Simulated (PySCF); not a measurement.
## Stationary points of [ScH4]-

Method: PySCF, PBE0, basis Sc def2-TZVPD, H def2-TZVPD (no relativity, density fitting).

Relaxations began from a few typed shapes. The search is not exhaustive: other isomers or separated fragments can lie lower, and high-lying points may rest on an excited occupation.

```
   spin  group              bonds                                 angles  imaginary modes (cm⁻¹)  ΔE (kJ/mol)  ΔE with ZPE (kJ/mol)
singlet     Td  Sc–H 1.900 Å (×4)                     H–Sc–H 109.5° (×6)                    none          0.0                   0.0
singlet    D4h  Sc–H 1.925 Å (×4)  H–Sc–H 90.0° (×4), H–Sc–H 180.0° (×2)                    604i        112.7                     –
```

The lowest minimum found is the singlet Td: Sc–H 1.900 Å (×4); H–Sc–H 109.5° (×6).

Formally Sc is in oxidation state +3, d0. The polar-tensor charge on Sc, 1.37, is far below the formal one.

For the lowest minimum: stability towards spin polarisation was not tested. The lowest empty level of this anion is unbound, so it and the gap depend on the basis.
